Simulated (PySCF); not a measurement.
# `FC(F)[C@H]1OC[C@@H]1F`, C$_{4}$H$_{5}$F$_{3}$O

Geometry:
```csv
atom,x (Å),y (Å),z (Å)
F1,1.017,2.256,-0.872
C2,1.094,0.908,-0.920
F3,2.051,0.549,-0.033
C4,-0.251,0.278,-0.564
O5,-0.255,-1.128,-0.791
C6,-0.584,-1.418,0.575
C7,-0.546,0.071,0.928
F8,-1.734,0.591,1.347
H9,1.430,0.607,-1.924
H10,-1.046,0.798,-1.111
H11,0.172,-2.043,1.052
H12,-1.575,-1.869,0.667
H13,0.225,0.402,1.627
```

Computed, not measured: TDDFT BHandHLYP/def2-SVPD circular dichroism and optical rotation, one conformer, gas phase (PySCF). Geometry: GFN2-xTB.

The molecule is flexible and this is one conformer; a measurement averages over conformers. States above about 9.9 eV (minus the energy of the highest occupied orbital) lie near or above the ionisation threshold and depend on the basis.

(1) What are the CIP labels of the stereocentres?

(2) List the lowest 16 singlet excitations with oscillator and rotatory strengths.

Answers

(1) C4 S, C7 S.

(2) Rotatory strengths R in 10⁻⁴⁰ esu² cm², velocity form and length form (origin at the centre of mass); f in length form.
```csv
state,E (eV),λ (nm),f,R (velocity),R (length),main
1,7.93,156,0.0004,-4.4,-3.9,"HOMO→LUMO+1 0.62, HOMO→LUMO 0.11"
2,8.66,143,0.019,-20.4,-19.6,"HOMO→LUMO 0.73, HOMO→LUMO+2 0.11"
3,8.90,139,0.011,-3.8,-3.8,"HOMO→LUMO+2 0.62, HOMO→LUMO+1 0.20"
4,9.19,135,0.008,+2.1,+0.4,"HOMO−1→LUMO+1 0.43, HOMO−1→LUMO 0.29"
5,9.26,134,0.014,-27.6,-26.8,"HOMO−2→LUMO+1 0.46, HOMO−2→LUMO 0.24"
6,9.45,131,0.017,+1.8,+2.0,"HOMO→LUMO+3 0.61, HOMO→LUMO+4 0.10"
7,9.74,127,0.029,+17.4,+18.0,"HOMO→LUMO+4 0.57, HOMO→LUMO+3 0.09"
8,9.83,126,0.021,+6.3,+6.0,"HOMO−1→LUMO 0.38, HOMO−2→LUMO 0.13"
9,9.89,125,0.047,+11.5,+12.7,"HOMO−2→LUMO 0.34, HOMO−2→LUMO+2 0.15"
10,9.94,125,0.011,+1.1,+1.0,"HOMO−1→LUMO+2 0.49, HOMO−1→LUMO+1 0.12"
11,10.02,124,0.002,-0.7,-0.7,"HOMO→LUMO+5 0.47, HOMO→LUMO+6 0.14"
12,10.23,121,0.014,-11.6,-11.6,"HOMO→LUMO+6 0.41, HOMO→LUMO+5 0.20"
13,10.33,120,0.0006,+1.6,+3.2,"HOMO−2→LUMO+2 0.36, HOMO−2→LUMO+1 0.15"
14,10.55,118,0.008,+18.7,+18.8,"HOMO→LUMO+8 0.29, HOMO→LUMO+7 0.27"
15,10.57,117,0.017,-33.1,-33.1,"HOMO−2→LUMO+4 0.28, HOMO−2→LUMO+3 0.16"
16,10.62,117,0.025,-5.6,-7.3,"HOMO−1→LUMO+3 0.38, HOMO−1→LUMO+4 0.14"
```

Among the states computed, the strongest CD band (largest |R|) is state 15. The largest dissymmetry factor in size, g = 4R/(D+G), with D and G the electric and magnetic dipole strengths, is -0.066 for state 1 (velocity form, f = 0.0008), among bands with |R| over 0.5. The mirror image has the same energies and oscillator strengths and all R with the opposite sign.
